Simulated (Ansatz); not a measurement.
`C[C](=N)[AlH2]` and `CC=N` differ in one atom or group.

Ansatz, PBE0-D4/def2-TZVP geometries, multiplicity 1. Each molecule was computed in one conformer, which needn't be the lowest.

```csv
property,`C[C](=N)[AlH2]`
LUMO energy (PBE0/def2-TZVPP) / eV,-2.06
HOMO–LUMO gap (PBE0/def2-TZVPP) / eV,4.66
HOMO–LUMO gap (B3LYP/def2-TZVPP) / eV,4.25
LUMO energy (B3LYP/def2-TZVPP) / eV,-2.27
size of the dipole moment (ωB97M-V/def2-TZVPP) / D,1.74
HOMO energy (PBE/def2-TZVPP) / eV,-5.40
```

(1) Give the same properties after the change, and the shifts. (An estimate is asked.)

Answers

(1) Computed: 
```json
{"property": "LUMO energy (PBE0/def2-TZVPP) / eV", "`CC=N`": "0.03", "shift": "2.09"}
{"property": "HOMO–LUMO gap (PBE0/def2-TZVPP) / eV", "`CC=N`": "7.58", "shift": "2.92"}
{"property": "HOMO–LUMO gap (B3LYP/def2-TZVPP) / eV", "`CC=N`": "7.07", "shift": "2.82"}
{"property": "LUMO energy (B3LYP/def2-TZVPP) / eV", "`CC=N`": "-0.25", "shift": "2.02"}
{"property": "size of the dipole moment (ωB97M-V/def2-TZVPP) / D", "`CC=N`": "2.54", "shift": "0.80"}
{"property": "HOMO energy (PBE/def2-TZVPP) / eV", "`CC=N`": "-6.01", "shift": "-0.61"}
```

With PBE0 the HOMO falls by 0.85 eV and the LUMO rises by 2.09 eV, so the gap widens by about 2.94 eV. PBE moves the HOMO by -0.61 eV and ωB97M-V by -0.98 eV. The zero-point energy changes by -7.8 kJ/mol with -6 modes. Dipoles are sizes alone; their direction can turn.

B3LYP here is the variant with VWN-RPA as its local correlation; programs differ in this.
